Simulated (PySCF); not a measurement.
Correlation energy of O (oxygen, neutral)

[He] 2s2 2p4, high-spin 3P determinant. All numbers are calculated (PySCF 2.14, no relativity, point nucleus, in 6-31G* (3s2p1d, 14 functions)). Frozen: 1s2; 6 electrons correlated.

MP2 pair energies summed by pair of shells (mhartree):

```tsv
pair	energy	share (%)
2p-2p	-46.25	48.7
2s-2p	-41.84	44.1
2s-2s	-6.89	7.3
```

Total MP2 correlation energy: -94.98 mhartree.

Same-spin part -24.44 and opposite-spin part -70.54 mhartree; SCS-MP2 scales them by 1/3 and 6/5 to -92.80 mhartree.

| level | correlation energy (mhartree) |
| --- | --- |
| CCSD | -110.73 |
| (T) | -0.84 |
| CCSD(T) | -111.57 |

Diagnostics: T1 = 0.0051, D1 = 0.0090, largest double amplitude 0.055.

Problem. Is a single reference adequate?

Solution. Yes: T1 lies below 0.03 and no double amplitude reaches 0.07.
